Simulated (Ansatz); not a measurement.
**Worked example: GeH3(CH3) + CH2FI → GeH3I + C2H5F**

Species: GeH3(CH3) (methyl germane), singlet; CH2FI (fluoroiodomethane) `FCI`, singlet; GeH3I `[GeH3][I]`, singlet; C2H5F `CCF`, singlet. The partners trade CH3 for I: Ge–CH3 and C–I bonds give way to Ge–I and C–CH3.

Shapes, held fixed at every level: PBE0-D4/def2-TZVP. Programs: Ansatz 0.2.0. The zero-point and thermal change to 298 K, harmonic and unscaled (PBE0-D4/def2-TZVP), is +5.6 kJ/mol.

At CCSD(T)/def2-TZVPP; 1 Eh = 2625.50 kJ/mol:

```
  species   energy (Eh)
GeH3(CH3)  -2117.237880
    CH2FI   -436.101620
    GeH3I  -2374.572634
    C2H5F   -178.810117
```

Task: Work out ΔH(298 K) of the reaction at this level.

Result: 
1. Products less reactants: (-2374.572634) + (-178.810117) − [(-2117.237880) + (-436.101620)] = -0.043251 Eh = -113.6 kJ/mol.
2. With the thermal change: -113.6 + (+5.6) = -108.0 kJ/mol.

Other levels give -133.2 (CCSD/def2-SVP) to -110.3 kJ/mol (MP2/def2-TZVPP). No measured value is set beside it here. For atoms past krypton def2 sets carry core potentials with scalar relativity. Relativity is left out for Ge unless named. Correlated rows may include outer-core shells of Ge, I, which these sets cover unevenly.
